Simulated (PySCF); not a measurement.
Computed IR spectrum (relative IR intensity) of a molecule CH7ClSi2. Coordinates come from a PBE0-D3(BJ)/def2-SVP optimisation. Other conformers were not sampled. These are PBE0-D3(BJ)/def2-SVP (PySCF) values and carry that method's errors. Frequencies are harmonic and unscaled.

Lines under 2 % of the strongest are left out, and lines within 2 cm⁻¹ are merged.

| ν (cm⁻¹) | relative intensity |
|---|---|
| 475 | 2.3 |
| 527 | 11 |
| 572 | 3.1 |
| 679 | 8.3 |
| 701 | 6.7 |
| 769 | 19 |
| 802 | 33 |
| 874 | 100 |
| 931 | 90 |
| 943 | 26 |
| 949 | 8.3 |
| 956 | 18 |
| 1021 | 5.6 |
| 1083 | 29 |
| 1369 | 4.0 |
| 2229 | 37 |
| 2231 | 34 |
| 2248 | 38 |
| 2253 | 71 |

Identify the compound among the candidates.
A) C[Si@@H]([SiH3])Cl
B) [SiH3]C[SiH2]Cl
C) C[SiH2][SiH2]Cl

B, [SiH3]C[SiH2]Cl
